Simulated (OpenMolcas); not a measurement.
V IV: effect of the active space

```yaml
Program: OpenMolcas 26.06
Method: XMS-CASPT2, IPEA 0.25 Eh, imaginary shift 0.1 Eh
Basis: ANO-RCC-VTZP
Scalar_Hamiltonian: DKH2, point nucleus
Spin-orbit_coupling: state interaction with AMFI integrals over the reference wave functions, term energies averaged over their components
```

A. 2 electrons in 5 orbitals (3d); 2S+1 = 3 even, 10 roots; 2S+1 = 1 even, 15 roots; closed shells correlated: 3s 3p; CASPT2 step about 3 core-seconds
B. 2 electrons in 10 orbitals (3d 4d); 2S+1 = 3 even, 10 roots; 2S+1 = 1 even, 15 roots; closed shells correlated: 3s 3p; CASPT2 step roughly 80 core-seconds

Energies in cm⁻¹ above 3d² ³F₂, the measured ground level; measured values from Sugar and Corliss, J. Phys. Chem. Ref. Data 7, 1191 (1978).

| Level | A | B | Measured |
| --- | --- | --- | --- |
| 3d² ³F₂ | 0.0 | 0.0 | 0.0 |
| 3d² ³F₃ | 328 | 329 | 325 |
| 3d² ³F₄ | 749 | 753 | 735 |
| 3d² ¹D₂ | 11240 | 11460 | 10959 |
| 3d² ³P₀ | 13590 | 13820 |  |
| 3d² ³P₁ | 13700 | 13940 | 13239 |
| 3d² ³P₂ | 13950 | 14180 | 13458 |
| 3d² ¹G₄ | 18900 | 19050 | 18391 |
| 3d² ¹S₀ | 43750 | 44310 | 42462 |

Deviations, from unrounded energies. A percentage is the sum of absolute deviations over the sum of measured energies, with the sign that they share, or ± where signs differ.

| Against measurement | Levels | A | B |
| --- | --- | --- | --- |
| mean absolute deviation (cm-1) | 7 | 440 | 630 |
| fine structure of the ground term (%) | 2 | +1.6 | +2.1 |
| other terms of the ground configuration (%) | 5 | +3.1 | +4.5 |

A lies closest to measurement on these levels. The largest miss of A in the table is 3d² ¹S₀, by +1300 cm-1. The ranking rests on the paired levels alone, and a cruder setting can come out closer through cancelling errors.

The two smallest mean deviations differ by little beside CASPT2's spread within terms, so their order carries little weight.

Between A and B the level of the table that moves most is 3d² ¹S₀, by 550 cm-1 (lowest in A, highest in B). Moves below CASPT2's spread within the term are not significant.

Term energies are means over components that CASPT2 splits; among the terms shown or strongly mixed into the levels shown the widest spread is 1400 cm-1 (3d² ³F, A). Active for correlation alone: 4d; no level in the range computed is led by a configuration that fills it, so any true level of that kind is missing (holds for B). Measured partners are found by configuration, term and J. A level has none where our copy of the source lacks it or the pairing is in doubt (some pairs that miss far off the trend of their configuration count as doubtful), and it then counts in no deviation. Only configurations of the active space appear.
